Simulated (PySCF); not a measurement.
# Bond curve of InS

Set-up: In def2-SVPD with ECP28, S def2-SVPD; scalar-relativistic core potentials (PySCF 2.14). Energies in eV from In + S in their ground configurations at the same level. State: ²Π (doublet), unpaired electrons π ↑.

All columns are PBE. A positive dipole means In(−)S(+).

| R (Å) | E (eV) | μ (D) | Mulliken charge on In (basis-dependent) | HOMO (eV) | LUMO (eV) | Mayer bond order | ⟨S²⟩ |
| --- | --- | --- | --- | --- | --- | --- | --- |
| 2.202 | -2.514 | -0.88 | 0.47 | -5.30 | -6.21 | 1.20 | 0.75 |
| 2.304 | -2.947 | -1.49 | 0.50 | -5.41 | -5.92 | 1.14 | 0.75 |
| 2.406 | -3.189 | -2.09 | 0.52 | -5.49 | -5.65 | 1.08 | 0.75 |
| 2.483 | -3.280 | -2.55 | 0.53 | -5.52 | -5.46 | 1.05 | 0.75 |
| 2.560 | -3.313 | -2.99 | 0.54 | -5.53 | -5.29 | 1.02 | 0.75 |
| 2.637 | -3.302 | -3.43 | 0.55 | -5.41 | -5.13 | 0.99 | 0.75 |
| 2.739 | -3.236 | -4.00 | 0.56 | -5.21 | -4.93 | 0.96 | 0.75 |
| 2.867 | -3.099 | -4.68 | 0.56 | -5.00 | -4.71 | 0.93 | 0.76 |
| 3.021 | -2.889 | -5.44 | 0.56 | -4.78 | -4.49 | 0.90 | 0.76 |
| 3.226 | -2.580 | -6.39 | 0.56 | -4.53 | -4.25 | 0.87 | 0.76 |

A fit through these points gives, at Re = 2.575 Å, μ = -3.08 D and dμ/dR = -5.73 D/Å; the reduced mass is 25.01 u.

Problem. How strong is the fundamental in the double-harmonic approximation, I = 42.26·(dμ/dR)²/μred km/mol?

Solution. I = 42.26·(-5.73)²/25.01 = 55.5 km/mol at PBE.

These are scalar-relativistic numbers at best; spin–orbit coupling would shift them, the dissociation energy most. The state is the lowest determinant that a PBE0 search found; another state may lie lower at other levels.

At some distances an empty level lies below a filled one, because the occupation is held.
